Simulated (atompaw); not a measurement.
Before and after: PAW (atompaw) potential for Cs (Z = 55)

atompaw 4.2.0.5 input, output lines left out:

```
Cs 55
LDA-PW scalarrelativistic loggrid 2001 logderivrange -4 5 226
6 6 5 0 0 0
6 0 1
6 1 0
5 2 0
0 0 0
c
c
c
c
v
v
c
c
c
v
v
c
c
v
2
3.00 2.90 3.00 1.70
n
n
y
0.9
n
custom polynom2 7 10 vanderbiltortho sinc
3 -0.5 troulliermartins
2.60
3.00
2.75
3.00
3.00
3.00
```

Change: wave 5d channel at 0.9 Ry: rc 3.00 bohr becomes 5d channel at 0.9 Ry: rc 2.74 bohr.

Cutoffs: the cutoffs (Ry, on a coarse ladder) from which the occupation-weighted sum of valence levels, in a spherical-Bessel basis at the reference potential, stays within 10 and 1 mRy of its value at 400 Ry; they do not see the model core or the augmentation charge, which bear on the density cutoff.

**Question.** What does the change do?

**Answer.** The potential gets neither clearly harder nor softer (25 Ry and 50 Ry → 25 Ry and 50 Ry); a bound ghost appears in d, which as a rule spoils a file.

```tsv
quantity	base	changed
cutoff, loose	25 Ry	25 Ry
cutoff, tight	50 Ry	50 Ry
bound ghosts	none	d
s: phases at 3.00 bohr within 0.05 rad from the reference energy up to (Ry; the scan ends near 5)	0.1	0.1
p: phases at 3.00 bohr within 0.05 rad from the reference energy up to (Ry; the scan ends near 5)	1.0	1.0
d: phases at 3.00 bohr within 0.05 rad from the reference energy up to (Ry; the scan ends near 5)	3.1	n/a
lowest overlap eigenvalue by channel	s 0.58, p 0.72, d 0.89	s 0.58, p 0.72, d 1.00
```

 A true bound ghost makes a file unfit for plane-wave use even where its test errors are small: the radial tests pick states by their node count and pass the ghost by. The cutoffs see the waves, projectors and local potential, not the compensation charge or the core.
